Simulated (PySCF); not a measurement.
C4H6ClF, SMILES [C@@H]1(Cl)C[C@@]1(F)C. Geometry: PBE-D3(BJ)/def2-SVP. The structure was generated by enumeration; whether it is a known compound was not checked.

These are PBE-D3(BJ)/def2-SVP run with PySCF values and carry that method's errors.

Harmonic wavenumbers (cm⁻¹): 166, 176, 217, 317, 380, 425, 530, 665, 713, 808, 885, 921, 960, 993, 1045, 1062, 1080, 1197, 1262, 1314, 1358, 1397, 1401, 1437, 2977, 3063, 3067, 3083, 3102, 3169. Rotational constants (GHz): 5.193, 1.908, 1.742; symmetry number 1.

Problem. Work out the zero-point energy and the ideal-gas rigid-rotor harmonic-oscillator thermochemistry at 298.15 K and 1 atm.

Solution. ZPE = ½ Σ hcν = ½ × 39171 cm⁻¹ = 56.00 kcal/mol. H − E(el) = 60.64 kcal/mol. Entropy in cal/(mol K): translation 39.96, rotation 27.32, vibration 12.38, total 79.66. G − E(el) = 36.89 kcal/mol. Cp = 25.30 cal/(mol K).
